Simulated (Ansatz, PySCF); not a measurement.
trans-(1R,2R)-1-chloro-2-methylcyclopropane (C₄H₇Cl), SMILES C[C@@H]1C[C@H]1Cl. Atoms are numbered in the order given.

```xyz
12

C      2.3077     0.4957    -0.1633
C      1.0282    -0.2766     0.0594
C      0.2306    -0.8339    -1.1008
C     -0.2948     0.3263    -0.3078
Cl    -1.6988     0.1010     0.7590
H      2.5191     1.1705     0.6820
H      2.2491     1.1087    -1.0771
H      3.1667    -0.1859    -0.2757
H      1.0069    -0.8913     0.9656
H      0.5755    -0.6340    -2.1204
H     -0.2646    -1.7984    -0.9648
H     -0.3091     1.3174    -0.7684
```

Geometry: B3LYP-D3(BJ)/def2-SVP.

Two levels are set side by side: PBE-D3(BJ)/def2-SVP (Ansatz, a quantum-chemistry and plane-wave program) and B3LYP-D3(BJ)/def2-SVP (Ansatz). Each level has its own optimised geometry; the coordinates shown are those of the second. Frequencies come from the Hessian of PySCF at each geometry. Differences are taken from unrounded values.

```tsv
quantity	B3LYP-D3(BJ)	PBE-D3(BJ)	PBE-D3(BJ) minus B3LYP-D3(BJ)
mean bond length (Å)	1.290	1.296	0.006
bond C1–C2 (Å)	1.511	1.512	0.001
bond C2–C3 (Å)	1.514	1.519	0.005
bond C2–C4 (Å)	1.500	1.506	0.006
bond C3–C4 (Å)	1.500	1.505	0.005
bond C4–Cl5 (Å)	1.778	1.776	-0.001
bond C1–H6 (Å)	1.102	1.109	0.007
bond C1–H7 (Å)	1.102	1.109	0.007
bond C1–H8 (Å)	1.102	1.110	0.007
bond C2–H9 (Å)	1.095	1.103	0.008
bond C3–H10 (Å)	1.095	1.103	0.008
bond C3–H11 (Å)	1.093	1.100	0.008
bond C4–H12 (Å)	1.093	1.102	0.009
highest harmonic wavenumber (cm⁻¹)	3220	3160	-60
mean harmonic wavenumber (cm⁻¹)	1460	1422	-38
zero-point energy (kcal/mol)	62.61	61.00	-1.61
```

Exact exchange shortens and stiffens bonds; PBE has none. Differences between two approximate levels are no errors against the true value.
